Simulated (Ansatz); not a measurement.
Relaxation of FH$_{6}$NSSi (10 atoms, charge 0, multiplicity 1), to a largest force component of 0.03 eV/Å in at most 50 steps.

Method: Ansatz, RKS r2SCAN-D4/def2-SVP.

```xyz
10
Properties=species:S:1:pos:R:3
Si -0.095 0.103 0.199
N -0.101 0.130 1.978
H -0.777 0.741 2.429
H 0.794 0.172 2.456
H 1.253 0.276 -0.387
H -1.059 1.134 -0.267
F -0.735 -1.295 -0.352
S 1.665 -2.565 1.264
H 0.887 -2.873 0.205
H 0.579 -2.026 1.925
```

Where does it end, and by what steps?

The forces met the threshold. After 14 steps the energy has fallen by 0.176 eV; H10 moved furthest, 1.10 Å.

| step | energy less start (eV) | largest force component (eV/Å) | accepted |
| --- | --- | --- | --- |
| 0 | 0.0000 | 1.245 | yes |
| 1 | -0.0790 | 0.817 | yes |
| 2 | -0.1005 | 0.312 | yes |
| 3 | -0.1171 | 0.525 | yes |
| 4 | -0.1261 | 0.538 | yes |
| 5 | -0.1344 | 0.569 | yes |
| 6 | -0.1520 | 0.340 | yes |
| 7 | -0.1621 | 0.208 | yes |
| 8 | -0.1725 | 0.168 | yes |
| 9 | -0.1708 | 0.344 | no |
| 10 | -0.1736 | 0.112 | yes |
| 11 | -0.1753 | 0.130 | yes |
| 12 | -0.1758 | 0.056 | yes |
| 13 | -0.1762 | 0.037 | yes |
| 14 | -0.1764 | 0.013 | yes |

```xyz
10
Properties=species:S:1:pos:R:3
Si -0.164 0.327 0.097
N 0.018 0.481 1.785
H -0.773 0.661 2.394
H 0.755 -0.035 2.260
H 1.149 0.502 -0.572
H -1.198 1.295 -0.350
F -0.696 -1.152 -0.394
S 1.733 -2.717 1.452
H 0.836 -2.523 0.458
H 0.750 -3.039 2.321
```

Whether the end is a true minimum wasn't checked by a vibrational analysis.

Time of the run: 46 s on 2 threads of Arm Neoverse V2 (shared host), peak memory 0.17 GiB.
